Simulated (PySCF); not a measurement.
# `C#C[B@H-](C#N)[NH2+]CC=C`, C₆H₉BN₂

Geometry:
```csv
atom,x (Å),y (Å),z (Å)
C1,2.379,-2.068,-0.613
C2,2.120,-0.897,-0.672
B3,1.788,0.616,-0.748
C4,2.064,1.332,0.605
N5,2.232,1.881,1.601
N6,0.156,0.736,-0.970
C7,-0.639,0.133,0.111
C8,-2.111,0.269,-0.128
C9,-2.963,-0.737,-0.091
H10,2.618,-3.092,-0.564
H11,2.301,1.178,-1.667
H12,-0.071,1.724,-1.059
H13,-0.058,0.276,-1.853
H14,-0.350,-0.916,0.196
H15,-0.360,0.638,1.042
H16,-2.458,1.276,-0.331
H17,-4.018,-0.599,-0.253
H18,-2.638,-1.743,0.117
```

The calculation used GIAO B3LYP/pcSseg-1 magnetisability, rotational g tensor and spin-rotation constants, non-relativistic, gas phase in PySCF. Geometry: GFN2-xTB.

Problem. Give the nuclear spin-rotation constants along the inertial axes (H = +C I·J) beside the isotropic shieldings.

Solution. Rotational constants 2.0987, 0.9921, 0.7732 GHz. A star marks the isotopologue with that one atom substituted, in its own axes.
```csv
atom,isotope,Caa (kHz),Cbb (kHz),Ccc (kHz),mean (kHz),σ (ppm)
B3,11B,0.269,0.171,0.121,0.187,125.0
N5,14N,0.478,0.115,0.141,0.245,-71.0
N6,14N,0.123,0.057,0.050,0.076,188.0
H10,1H,-0.232,-0.015,-0.066,-0.104,30.1
H11,1H,-0.142,-0.100,0.010,-0.077,29.1
H12,1H,-0.242,-0.020,-0.066,-0.110,29.0
H13,1H,-0.216,-0.048,-0.058,-0.107,29.3
H14,1H,-0.203,0.003,-0.052,-0.084,27.7
H15,1H,-0.167,-0.027,-0.039,-0.078,27.4
H16,1H,-0.192,0.012,-0.038,-0.072,25.9
H17,1H,0.163,-0.103,-0.082,-0.007,26.2
H18,1H,-0.198,0.012,-0.036,-0.074,26.1
C1,13C*,0.733,0.128,0.236,0.365,89.3
C2,13C*,0.841,0.082,0.244,0.389,87.7
C4,13C*,0.952,0.183,0.253,0.463,51.2
C7,13C*,0.399,0.213,0.148,0.253,130.6
C8,13C*,0.864,0.345,0.195,0.468,39.4
C9,13C*,0.843,0.307,0.180,0.443,53.4
```
For the geometry as given, no vibrational averaging.
